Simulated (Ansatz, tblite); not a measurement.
Removing and adding an electron: the cluster SiO3H2 (the lowest singlet isomer of a short search). Total charge 0; singlet. Geometry: PBE-D4/def2-TZVP. Ansatz, gas phase; energy differences of separate SCF runs; the oxidised species was run as a doublet alone; the reduced species was run as a doublet alone.

```xyz
6

Si   -0.354    0.264   -0.260
O     0.399    0.019    1.179
O     0.326   -0.786   -1.307
O    -1.469    1.260   -0.570
H     0.073    0.593    1.893
H     1.025   -1.350   -0.934
```

The xTB rows come from tblite. Correlated methods freeze 8 core orbitals. HOMO above LUMO, or a gap near zero within one spin, warns that the state may not be the lowest or that an electron is smeared out. The structure comes from a short search, and lower isomers may exist.

```csv
level,−HOMO (eV),vertical IE (eV),−LUMO (eV),vertical EA (eV),HOMO–LUMO gap (eV),IE − EA (eV),remarks
PBE-D4/def2-TZVPD,6.92,–,2.41,0.29,4.51,–,HOMO above zero (-1 doublet)
r2SCAN-D4/def2-TZVP,7.12,10.88,1.68,–,5.44,–,–
r2SCAN-D4/def2-TZVPD,7.20,–,1.96,0.14,5.24,–,HOMO above zero (-1 doublet)
PBE0-D4/def2-TZVPD,8.49,–,1.57,0.15,6.92,–,HOMO above zero (-1 doublet)
MP2/def2-TZVPP,–,11.31,–,–,–,–,–
CCSD/def2-TZVPP,–,10.86,–,–,–,–,–
```

(1) Estimate the rows for GFN1-xTB, GFN2-xTB, HF/def2-TZVPP, PBE-D4/def2-TZVP, PBE0-D4/def2-TZVP, CCSD(T)/def2-TZVPP.

Answers

(1) 
```
             level  −HOMO (eV)  vertical IE (eV)  −LUMO (eV)  vertical EA (eV)  HOMO–LUMO gap (eV)  IE − EA (eV)                                     remarks
          GFN1-xTB       13.51             17.76        7.13              3.02                6.39         14.75                                           –
          GFN2-xTB       12.00             16.30        5.38              1.63                6.62         14.67                                           –
     HF/def2-TZVPP           –              9.19           –                 –                   –             –                                           –
  PBE-D4/def2-TZVP        6.80             10.99        2.10                 –                4.70             –  gap within one spin near zero (+1 doublet)
 PBE0-D4/def2-TZVP        8.40             10.90        1.16                 –                7.24             –                                           –
CCSD(T)/def2-TZVPP           –             11.00           –                 –                   –             –                                           –
```

   A HOMO above zero means that the electron is unbound at that level or that self-interaction error raises the level; the energy of removing that electron tells which. Raw xTB energy differences between charge states are shifted by several eV; the methods need an empirical correction for them.
